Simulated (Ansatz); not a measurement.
Redistribution: SiHF3 + Si(CH3)(SiH3)2F → SiH(SiH3)F2 + Si(CH3)(SiH3)F2

Species: SiHF3 `F[SiH](F)F`, singlet; Si(CH3)(SiH3)2F, singlet; SiH(SiH3)F2, singlet; Si(CH3)(SiH3)F2, singlet. The partners trade F for SiH3; both sit on Si, so the bond types are kept.

Shapes, held fixed at every level: PBE0-D4/def2-TZVP. Programs: Ansatz 0.2.0. Electronic energies: no zero-point or thermal term.

```csv
level,kind,ΔE (kJ/mol),less CCSD(T)/CBS estimate
HF/def2-TZVPP,Hartree–Fock,+8.4,-6.6
PBE-D4/def2-TZVPP,GGA,+11.3,-3.7
B3LYP-D4/def2-TZVPP,global hybrid,+10.3,-4.7
wB97M-V/def2-TZVPP,range-separated hybrid,+11.2,-3.8
wB97X-V/def2-TZVPP,range-separated hybrid,+9.0,-6.0
B2PLYP/def2-TZVPP,double hybrid,+10.5,-4.5
CCSD/def2-TZVPP,coupled cluster or CI,+14.8,-0.2
CCSD(T)/CBS estimate,coupled cluster or CI,+15.0,0.0
```

The highest level, CCSD(T)/CBS estimate, gives ΔE = +15.0 kJ/mol; the levels span +8.4 to +15.0. The column of differences is taken from that level and isn't an error. No measured value is set beside it here. The CBS estimate extrapolates MP2 from def2-TZVPP and def2-QZVPP and adds CCSD(T) − MP2 in the triple-zeta set, cores frozen.
